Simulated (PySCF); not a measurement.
# Radial density of C²⁺ (carbon, charge +2)

UHF, [He] 2s2, closed-shell 1S. Computed with PySCF 2.14 in aug-cc-pwCVDZ, with the non-relativistic Hamiltonian (point nucleus).

| r (bohr) | 4πr²ρ (e/bohr) |
| --- | --- |
| 0.00555 | 0.04684 |
| 0.00933 | 0.1273 |
| 0.0157 | 0.3324 |
| 0.0264 | 0.8291 |
| 0.0444 | 1.891 |
| 0.0747 | 3.741 |
| 0.126 | 5.803 |
| 0.211 | 6.030 |
| 0.355 | 3.245 |
| 0.598 | 1.102 |
| 1.01 | 1.551 |
| 1.69 | 0.9857 |
| 2.85 | 0.08977 |
| 4.79 | 0.0004204 |
| 8.05 | 1.914e-05 |
